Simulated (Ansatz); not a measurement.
Dissociation curve of SiBe, lowest singlet found (which spin is the ground state isn't settled by this scan).

- RHF/aug-cc-pVDZ (Ansatz, a quantum-chemistry and plane-wave program)
- FCI = Ansatz with full CI/aug-cc-pVDZ, frozen core

Energies relative to the lowest point of each curve between 1.81 and 2.46 Å, where full CI is lowest, in mEh:

```
R / Å    RHF
-----  -----
1.48   184.6
1.62    91.8
1.72    50.9
1.81    27.0
1.88    14.8
1.98     4.6
2.03     1.9
2.08     0.4
2.17     0.0
2.21     0.5
2.34     3.8
2.46     8.0
```

Task: Estimate the FCI values at these points.

Result: 1.48: 191.0; 1.62: 98.2; 1.72: 56.5; 1.81: 31.5; 1.88: 18.3; 1.98: 6.7; 2.03: 3.3; 2.08: 1.2; 2.17: 0.0; 2.21: 0.3; 2.34: 3.7; 2.46: 8.9 (mEh).

The scan ran from 1.48 to 7.02 Å; beyond the distances shown full CI changes its symmetry label. The restricted form behind RHF keeps the bonding electrons paired and can't separate into open-shell fragments. Also computed but left out beside FCI, since their determinant holds another spin at the minimum (<S²> over 0.7 above the pure value): UHF, UMP2, UCCSD, UCCSD(T), UKS-CAM-B3LYP, UKS-PBE0, UKS-PBE, UKS-B3LYP/6-31G*, UHF/STO-3G, UKS-B3LYP/LANL2DZ, UMP2/6-31G*.
